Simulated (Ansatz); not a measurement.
Born–Oppenheimer molecular dynamics of C2H3NSe (7 atoms, charge 0, multiplicity 1). It starts at the highest image of a converged band. Of that band: Neighbouring images differ by up to 2.5 eV, so the band resolves the path poorly. A vibrational analysis at the climbing image gives one clearly imaginary mode, 1064i cm⁻¹: a first-order saddle point.

Theory: RKS B3LYP-D4/def2-SVP in Ansatz 0.2.0.

```json
{
 "ensemble": "NVE (velocity Verlet)",
 "time step": "0.5 fs",
 "steps asked": "200",
 "starting velocities drawn for": "100 K",
 "seed": "10035"
}
```

Frames 0.5 fs apart, positions in Å.

Velocities at 60 fs (Å/ps):

```
C 0.42 2.68 -1.82
Se 0.35 -0.19 1.59
C -2.39 0.20 -3.84
N 1.48 -1.22 1.38
H -35.18 -16.26 -46.47
H 12.10 -8.52 39.41
H -1.54 21.82 -69.51
```

```xyz
7
Properties=species:S:1:pos:R:3 time_fs=60 energy_less_start_eV=-0.531 T=922
C -0.390 1.368 -0.383
Se 0.495 0.380 0.907
C 0.964 -1.662 0.671
N 1.351 -2.703 0.324
H 0.080 1.905 -1.208
H -1.412 0.910 -0.379
H -0.780 -0.374 0.994
7
Properties=species:S:1:pos:R:3 time_fs=60.5 energy_less_start_eV=-0.486 T=853
C -0.390 1.369 -0.384
Se 0.495 0.380 0.908
C 0.963 -1.662 0.669
N 1.352 -2.703 0.325
H 0.062 1.897 -1.231
H -1.405 0.907 -0.361
H -0.781 -0.362 0.960
7
Properties=species:S:1:pos:R:3 time_fs=61 energy_less_start_eV=-0.443 T=785
C -0.390 1.371 -0.385
Se 0.496 0.380 0.909
C 0.962 -1.662 0.667
N 1.353 -2.704 0.326
H 0.044 1.888 -1.254
H -1.397 0.905 -0.345
H -0.782 -0.350 0.928
7
Properties=species:S:1:pos:R:3 time_fs=61.5 energy_less_start_eV=-0.400 T=718
C -0.390 1.371 -0.385
Se 0.496 0.380 0.910
C 0.961 -1.662 0.665
N 1.354 -2.705 0.326
H 0.027 1.878 -1.277
H -1.387 0.906 -0.332
H -0.783 -0.337 0.899
7
Properties=species:S:1:pos:R:3 time_fs=62 energy_less_start_eV=-0.356 T=651
C -0.390 1.372 -0.385
Se 0.496 0.380 0.910
C 0.960 -1.662 0.663
N 1.354 -2.705 0.327
H 0.009 1.868 -1.298
H -1.378 0.909 -0.322
H -0.785 -0.324 0.872
7
Properties=species:S:1:pos:R:3 time_fs=62.5 energy_less_start_eV=-0.314 T=586
C -0.390 1.373 -0.385
Se 0.496 0.380 0.911
C 0.960 -1.662 0.661
N 1.355 -2.706 0.328
H -0.009 1.856 -1.318
H -1.369 0.912 -0.315
H -0.788 -0.311 0.848
7
Properties=species:S:1:pos:R:3 time_fs=63 energy_less_start_eV=-0.274 T=525
C -0.389 1.374 -0.385
Se 0.496 0.380 0.912
C 0.960 -1.662 0.659
N 1.356 -2.707 0.328
H -0.027 1.843 -1.336
H -1.361 0.918 -0.311
H -0.791 -0.298 0.826
7
Properties=species:S:1:pos:R:3 time_fs=63.5 energy_less_start_eV=-0.239 T=470
C -0.389 1.375 -0.385
Se 0.496 0.380 0.912
C 0.959 -1.662 0.657
N 1.356 -2.708 0.329
H -0.045 1.829 -1.353
H -1.355 0.924 -0.309
H -0.796 -0.286 0.806
7
Properties=species:S:1:pos:R:3 time_fs=64 energy_less_start_eV=-0.210 T=426
C -0.389 1.376 -0.385
Se 0.496 0.380 0.913
C 0.959 -1.663 0.655
N 1.357 -2.709 0.330
H -0.063 1.814 -1.366
H -1.351 0.930 -0.310
H -0.801 -0.274 0.789
7
Properties=species:S:1:pos:R:3 time_fs=64.5 energy_less_start_eV=-0.190 T=395
C -0.388 1.378 -0.385
Se 0.496 0.380 0.914
C 0.959 -1.663 0.652
N 1.358 -2.709 0.330
H -0.081 1.797 -1.378
H -1.351 0.938 -0.314
H -0.808 -0.263 0.775
7
Properties=species:S:1:pos:R:3 time_fs=65 energy_less_start_eV=-0.179 T=378
C -0.388 1.379 -0.385
Se 0.496 0.380 0.914
C 0.959 -1.663 0.650
N 1.358 -2.710 0.331
H -0.098 1.780 -1.387
H -1.354 0.945 -0.319
H -0.814 -0.253 0.764
7
Properties=species:S:1:pos:R:3 time_fs=65.5 energy_less_start_eV=-0.175 T=371
C -0.387 1.380 -0.385
Se 0.496 0.380 0.915
C 0.959 -1.663 0.648
N 1.359 -2.711 0.332
H -0.114 1.762 -1.394
H -1.360 0.953 -0.327
H -0.822 -0.243 0.755
```

Of the whole run (100 fs, mean temperature of the second half 927 K): The conserved energy stayed within 0.11 meV per atom of its start (net change 0.018 meV per atom), so the integration is sound. The kinetic energy rose, since the run started high on the potential surface and went downhill. A run of 0.1 ps of so small a system gives no equilibrium averages. The orbitals stay closed-shell, which can raise the energy where a bond breaks towards radicals; this wasn't checked here.

Run time: 5.1 min on 2 threads of Intel(R) Xeon(R) 6975P-C (Granite Rapids), on a shared host, peak memory 0.21 GiB.
